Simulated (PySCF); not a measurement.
## Computed structure and properties of Tl(SH)

System: Tl(SH) (singlet); start: template (Cs). Method: PySCF 2.14.0, RKS BP86, Tl def2-SVP with ECP60, S def2-SVP, H def2-SVP; non-relativistic Hamiltonian with scalar-relativistic core potentials where named; density fitting; no spin-orbit coupling.

Input of the relaxation:

```python
mol = gto.M(atom='''
Tl    -0.00551     0.00000    -0.39377
S     -0.00551     0.00000     2.43723
H      1.29449     0.00000     2.76723''',
    basis={'Tl': 'def2-SVP', 'S': 'def2-SVP', 'H': 'def2-SVP'},
    ecp={'Tl': 'def2-SVP'},
    charge=0, spin=0)
mf = dft.RKS(mol, xc='B88,P86')
mf.grids.atom_grid = (50, 194)
mf = mf.density_fit()  # fitting sets: Tl def2-universal-JKFIT, S def2-universal-JKFIT, H def2-universal-JKFIT
mf.conv_tol = 1e-08; mf.max_cycle = 55
mf.kernel(dm0)  # dm0: converged density of the start geometry
# quasi-Newton relaxation in Cartesian coordinates to a largest gradient under 0.00045 Eh/bohr, steps kept in the point group
```

Run from Python with OMP_NUM_THREADS=2; the lines above give its settings. Where DIIS fails, smearing, a level shift and second-order steps follow.
It took 4.7 s on 2 threads of Arm Neoverse V2, with other jobs on the host, from the converged density of the start.

Course of the relaxation:

| step | energy above end (eV) | largest force component within the symmetry (eV/Å) |
| --- | --- | --- |
| 0 | 0.1631 | 1.036 |
| 1 | 0.0587 | 0.613 |
| 2 | 0.0150 | 0.394 |
| 3 | 0.0066 | 0.164 |
| 4 | 0.0015 | 0.127 |
| 5 | 0.0001 | 0.052 |
| 6 | 0.0000 | 0.003 |

Relaxed geometry (Cs):

```xyz
3

Tl    0.0989    0.0000   -0.1784
S    -0.0890    0.0000    2.4445
H     1.2736    0.0000    2.5446
```

| contact | Å |
| --- | --- |
| Tl1–S2 (SH) | 2.630 |

On the finer grid (75, 302):

| Quantity | Value |
| --- | --- |
| HOMO | -5.28 eV |
| LUMO | -2.52 eV |
| Dipole about the centre of mass | 3.09 D |
| Set of Mulliken populations of Tl1 outside the core potential | s 3.97, p 6.71, d 10.04 |
| D3(BJ) dispersion energy (not in the energies) | -0.132 eV |

```
atom  Mulliken (e)  Löwdin (e)  spin (e)
 Tl1          0.28        0.12      0.00
  S2         -0.34       -0.10      0.00
  H3          0.06       -0.02      0.00
```

On the grid (50, 194), as all that follows. Harmonic modes: a minimum; lowest 262 cm⁻¹ (negative: unstable), highest 2584 cm⁻¹, zero-point energy 0.204 eV.

Taking off one SH (charge -1, singlet; the rest: singlet) in vacuum, both parts rigid, costs 7.51 eV; the small basis without counterpoise inflates it. Most of it is the attraction of opposite charges; other ways to part are cheaper, and one spin state was tried for the rest.

Rigid scan of SH along the line from its metal:

```json
{"distance to S2 (Å)": "2.33", "energy (eV)": "0.470"}
{"distance to S2 (Å)": "2.43", "energy (eV)": "0.183"}
{"distance to S2 (Å)": "2.53", "energy (eV)": "0.040"}
{"distance to S2 (Å)": "2.63", "energy (eV)": "0.000"}
{"distance to S2 (Å)": "2.73", "energy (eV)": "0.032"}
{"distance to S2 (Å)": "2.83", "energy (eV)": "0.115"}
{"distance to S2 (Å)": "3.03", "energy (eV)": "0.367"}
{"distance to S2 (Å)": "3.33", "energy (eV)": "0.823"}
{"distance to S2 (Å)": "3.73", "energy (eV)": "1.402"}
{"distance to S2 (Å)": "4.23", "energy (eV)": "1.979"}
```

One start shape was tried, so this needn't be the lowest isomer.
